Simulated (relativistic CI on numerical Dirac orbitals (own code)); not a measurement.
**Energy levels of Pt54+**

Computed by Dirac-Coulomb-Breit CI, orbitals from a KLI potential per configuration, QED by a radiative potential, unscaled Slater integrals (own radial code, finite nucleus).

Configuration list (outside the closed core [Ne]): 3s²3p⁶3d⁶, 3s²3p⁵3d⁷, 3s²3p⁴3d⁸, 3s3p⁶3d⁷, 3p⁶3d⁸, 3s3p⁵3d⁸, 3s²3p⁶3d⁵4s, 3s²3p⁶3d⁵4p, 3s²3p⁴3d⁷4s, 3s²3p⁶3d⁵4d, 3s²3p⁵3d⁶4s, 3s²3p⁶3d⁵4f, 3s²3p⁶3d⁴4s², 3s3p⁶3d⁶4s, 3p⁶3d⁷4s, 3p⁶3d⁷4p. Levels of other configurations are missing.

The lowest level is 3s²3p⁶3d⁶ ³F4, with 42 % of that term; Hund's rules for 3s²3p⁶3d⁶ give ⁵D with J = 4, of which the calculation keeps J, while another term leads.

```
No.  Configuration  Term  J  E (10³ cm⁻¹)    %  Landé g           jj configuration (%)
  1      3s²3p⁶3d⁶    ³F  4           0.0   42    1.229                   3d5/2^2 (98)
  2      3s²3p⁶3d⁶    ³P  2          68.6   39    1.252                   3d5/2^2 (98)
  3      3s²3p⁶3d⁶    ³P  0         229.1   55                            3d5/2^2 (94)
  4      3s²3p⁶3d⁶    ⁵D  3         666.9   59    1.327           3d3/2^3 3d5/2^3 (98)
  5      3s²3p⁶3d⁶    ⁵D  4         676.8   46    1.177           3d3/2^3 3d5/2^3 (98)
  6      3s²3p⁶3d⁶    ⁵D  1         709.3   45    1.259           3d3/2^3 3d5/2^3 (98)
  7      3s²3p⁶3d⁶    ³H  6         746.2   65    1.096          3d3/2^3 3d5/2^3 (100)
  8      3s²3p⁶3d⁶    ³G  5         746.7   62    1.123          3d3/2^3 3d5/2^3 (100)
  9      3s²3p⁶3d⁶    ³F  2         806.9   47    0.987           3d3/2^3 3d5/2^3 (98)
 10      3s²3p⁶3d⁶    ³D  3         820.7   33    1.064           3d3/2^3 3d5/2^3 (99)
 11      3s²3p⁶3d⁶    ³P  0         900.0   63                    3d3/2^3 3d5/2^3 (93)
 12      3s²3p⁶3d⁶    ¹G  4         942.4   45    1.047           3d3/2^3 3d5/2^3 (97)
 13      3s²3p⁶3d⁶    ³P  1         950.8   68    1.221           3d3/2^3 3d5/2^3 (98)
 14      3s²3p⁶3d⁶    ³D  2         951.4   30    1.110           3d3/2^3 3d5/2^3 (94)
 15      3s²3p⁶3d⁶    ³F  3         963.9   57    1.053          3d3/2^3 3d5/2^3 (100)
 16      3s²3p⁶3d⁶    ⁵D  2        1379.6   65    1.427           3d3/2^2 3d5/2^4 (98)
 17      3s²3p⁶3d⁶    ⁵D  0        1404.2   65                    3d3/2^2 3d5/2^4 (98)
 18      3s²3p⁶3d⁶    ³H  4        1431.7   42    1.096           3d3/2^2 3d5/2^4 (99)
 19      3s²3p⁶3d⁶    ⁵D  3        1460.5   33    1.200           3d3/2^2 3d5/2^4 (97)
 20      3s²3p⁶3d⁶    ³H  5        1469.6   62    1.084          3d3/2^2 3d5/2^4 (100)
 21      3s²3p⁶3d⁶    ¹I  6        1497.8   65    1.045          3d3/2^2 3d5/2^4 (100)
 22      3s²3p⁶3d⁶    ³F  3        1530.3   42    0.970           3d3/2^2 3d5/2^4 (99)
 23      3s²3p⁶3d⁶    ³D  1        1548.8   50    0.981           3d3/2^2 3d5/2^4 (97)
 24      3s²3p⁶3d⁶    ¹G  4        1565.6   50    1.039           3d3/2^2 3d5/2^4 (98)
 25      3s²3p⁶3d⁶    ³F  2        1578.1   35    1.045           3d3/2^2 3d5/2^4 (97)
 26      3s²3p⁶3d⁶    ³F  2        1679.3   66    0.880           3d3/2^2 3d5/2^4 (98)
 27      3s²3p⁶3d⁶    ³F  4        1723.1   62    1.149           3d3/2^2 3d5/2^4 (99)
 28      3s²3p⁶3d⁶    ¹D  2        1876.2   77    1.024           3d3/2^2 3d5/2^4 (97)
 29      3s²3p⁶3d⁶    ¹S  0        2032.5   79                    3d3/2^2 3d5/2^4 (96)
 30      3s²3p⁶3d⁶    ³P  1        2148.5   59    1.489             3d3/2 3d5/2^5 (99)
 31      3s²3p⁶3d⁶    ¹G  4        2256.6   36    1.024             3d3/2 3d5/2^5 (98)
 32      3s²3p⁶3d⁶    ³P  2        2310.4   30    1.173             3d3/2 3d5/2^5 (98)
 33      3s²3p⁶3d⁶    ³F  3        2330.9   37    1.059             3d3/2 3d5/2^5 (98)
 34      3s²3p⁶3d⁶    ³P  0        2973.5   61                            3d5/2^6 (98)
 35     3p⁵3d⁷(4F)   ⁵G°  6        3465.0   63    1.254           3p3/2^3 3d5/2^3 (97)
 36     3p⁵3d⁷(2D)   ³P°  0        3560.8   59                    3p3/2^3 3d5/2^3 (98)
 37     3p⁵3d⁷(2G)   ³G°  5        3561.2   46    1.223           3p3/2^3 3d5/2^3 (99)
 38     3p⁵3d⁷(2P)   ³D°  3        3571.0   54    1.243           3p3/2^3 3d5/2^3 (98)
 39     3p⁵3d⁷(2P)   ³P°  2        3688.8   34    1.249           3p3/2^3 3d5/2^3 (97)
 40     3p⁵3d⁷(2D)   ³F°  4        3690.0   55    1.264           3p3/2^3 3d5/2^3 (95)
 41     3p⁵3d⁷(2D)   ³P°  2        3805.5   35    1.221           3p3/2^3 3d5/2^3 (97)
 42     3p⁵3d⁷(4F)   ³F°  4        3861.9   40    1.216           3p3/2^3 3d5/2^3 (96)
 43     3p⁵3d⁷(2D)   ³D°  3        3863.1   49    1.206           3p3/2^3 3d5/2^3 (97)
 44     3p⁵3d⁷(4F)   ³D°  3        3966.9   39    1.298           3p3/2^3 3d5/2^3 (94)
 45     3p⁵3d⁷(2P)   ¹P°  1        3975.7   27    1.167           3p3/2^3 3d5/2^3 (96)
 46     3p⁵3d⁷(2D)   ³P°  1        4071.2   34    1.188           3p3/2^3 3d5/2^3 (91)
 47     3p⁵3d⁷(4F)   ⁵G°  5        4193.5   64    1.237   3p3/2^3 3d3/2^3 3d5/2^4 (98)
 48     3p⁵3d⁷(2G)   ³H°  6        4244.1   44    1.166   3p3/2^3 3d3/2^3 3d5/2^4 (97)
 49     3p⁵3d⁷(4F)   ⁵F°  4        4279.9   29    1.253   3p3/2^3 3d3/2^3 3d5/2^4 (98)
 50     3p⁵3d⁷(4F)   ³D°  2        4316.1   41    1.280   3p3/2^3 3d3/2^3 3d5/2^4 (99)
 51     3p⁵3d⁷(2D)   ³F°  3        4316.1   21    1.144   3p3/2^3 3d3/2^3 3d5/2^4 (98)
 52     3p⁵3d⁷(4P)   ⁵D°  4        4342.5   37    1.228   3p3/2^3 3d3/2^3 3d5/2^4 (98)
 53     3p⁵3d⁷(4P)   ³P°  1        4349.4   58    1.546   3p3/2^3 3d3/2^3 3d5/2^4 (98)
 54     3p⁵3d⁷(2H)   ³I°  7        4372.1  100    1.130  3p3/2^3 3d3/2^3 3d5/2^4 (100)
 55     3p⁵3d⁷(4P)   ⁵S°  2        4389.6   25    1.262   3p3/2^3 3d3/2^3 3d5/2^4 (99)
 56     3p⁵3d⁷(2F)   ³F°  4        4425.6   30    1.162   3p3/2^3 3d3/2^3 3d5/2^4 (96)
 57     3p⁵3d⁷(2H)   ³H°  5        4426.9   45    1.122   3p3/2^3 3d3/2^3 3d5/2^4 (98)
 58     3p⁵3d⁷(4F)   ⁵D°  3        4449.6   24    1.336   3p3/2^3 3d3/2^3 3d5/2^4 (97)
 59     3p⁵3d⁷(2D)   ³D°  3        4455.3   35    1.112   3p3/2^3 3d3/2^3 3d5/2^4 (96)
 60     3p⁵3d⁷(2F)   ³G°  5        4470.7   43    1.094   3p3/2^3 3d3/2^3 3d5/2^4 (98)
 61     3p⁵3d⁷(2F)   ¹G°  4        4481.8   46    1.064   3p3/2^3 3d3/2^3 3d5/2^4 (97)
 62     3p⁵3d⁷(2H)   ³H°  6        4509.0   64    1.104   3p3/2^3 3d3/2^3 3d5/2^4 (98)
 63     3p⁵3d⁷(2G)   ³F°  2        4531.9   37    0.995   3p3/2^3 3d3/2^3 3d5/2^4 (96)
 64     3p⁵3d⁷(4P)   ³D°  1        4541.8   53    0.739   3p3/2^3 3d3/2^3 3d5/2^4 (93)
 65     3p⁵3d⁷(2D)   ³D°  2        4610.3   44    1.107   3p3/2^3 3d3/2^3 3d5/2^4 (96)
 66     3p⁵3d⁷(4F)   ⁵D°  0        4613.3   50            3p3/2^3 3d3/2^3 3d5/2^4 (92)
 67     3p⁵3d⁷(4F)   ⁵D°  2        4642.1   29    1.324   3p3/2^3 3d3/2^3 3d5/2^4 (94)
 68     3p⁵3d⁷(2H)   ³G°  3        4643.5   28    1.096   3p3/2^3 3d3/2^3 3d5/2^4 (95)
 69     3p⁵3d⁷(4F)   ³F°  3        4681.2   32    1.167   3p3/2^3 3d3/2^3 3d5/2^4 (92)
 70     3p⁵3d⁷(2H)   ³G°  5        4695.0   45    1.102   3p3/2^3 3d3/2^3 3d5/2^4 (96)
```

Energies count from the lowest computed level; ° marks odd parity. Percentages are summed over parent terms; the parents shown are those of the largest component, closed shells are left out there. Filled j subshells are mostly left out of the jj labels.

The mean weight of the leading LS term, summed over parents, in these 70 levels is 48 %, and that of the leading jj configuration (from the same eigenvectors) 97 %, so jj coupling describes them better and the LS labels are nominal.

At this charge energies of transitions that change n are usually good to better than 1 %, and those within a shell (Δn = 0) to a few per cent.

LS names give the leading component of a level, which can be under half, so a name can repeat, a term be missing and a line seem to break the LS rules.
